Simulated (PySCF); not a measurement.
1,3-dithiane (C4H8S2), SMILES C1CSCSC1. The structure is a stationary point at PBE-D3(BJ)/def2-SVP. One conformer was computed; it need not be the lowest.

Method: PBE-D3(BJ)/def2-SVP (PySCF 2.14.0).

Harmonic wavenumbers (cm⁻¹): 172, 205, 310, 314, 334, 456, 632, 660, 665, 711, 765, 792, 882, 902, 985, 1042, 1059, 1123, 1139, 1177, 1216, 1247, 1266, 1323, 1347, 1377, 1381, 1395, 2957, 2960, 2963, 2971, 3028, 3048, 3049, 3072. Rotational constants (GHz): 3.244, 2.276, 1.468; symmetry number 1.

**Question.** Work out the zero-point energy and the ideal-gas rigid-rotor harmonic-oscillator thermochemistry at 298.15 K and 1 atm.

**Answer.** ZPE = ½ Σ hcν = ½ × 48927 cm⁻¹ = 292.65 kJ/mol. H − E(el) = 312.13 kJ/mol. Entropy in J/(mol K): translation 168.48, rotation 116.25, vibration 50.08, total 334.82. G − E(el) = 212.30 kJ/mol. Cp = 112.12 J/(mol K).
